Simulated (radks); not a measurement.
Results of a calculation; reference values are marked as such.
Question: The table gives one normalised radial function P(r) = r R(r) of Tc3+ in [Kr] 4d3 5p1 (r in bohr). Code: a radial shooting solver on a logarithmic mesh with Libxc functionals. Model: scalar-relativistic Kohn-Sham, PBE, spin-polarised, spherical densities, finite nucleus; open shells are filled with parallel spins first (spin-orbit coupling, left out, can overturn this in heavy ions); Fermi nuclear charge, rms radius 4.4112 fm.

r           P
0.004834   0.0037
0.007386   0.0079
0.01138    0.0166
0.01739    0.0330
0.02657    0.0613
0.04092    0.1031
0.06253    0.1419
0.09631    0.1331
0.1472     0.0198
0.2249    -0.1647
0.3464    -0.2061
0.5293     0.0688
0.8153     0.3618
1.246      0.1301
1.904     -0.4728
2.932     -0.6720
4.481     -0.3072
6.847     -0.0403

Which n and l does it have? It may be an empty orbital.

Answer: n = 5, l = 1: the number of nodes gives n - l - 1 = 3, the rise at small r (about r^(l+1), flatter next to the nucleus through relativity) gives l, and the extent must fit the shell. The curve is that of 5p up; the table hardly tells the two spins apart. 5p up: eigenvalue -24.132 eV, 3 radial nodes at r = 0.154, 0.489, 1.37 bohr, <r> = 2.89 bohr, 90 % of the charge inside 4.15 bohr.
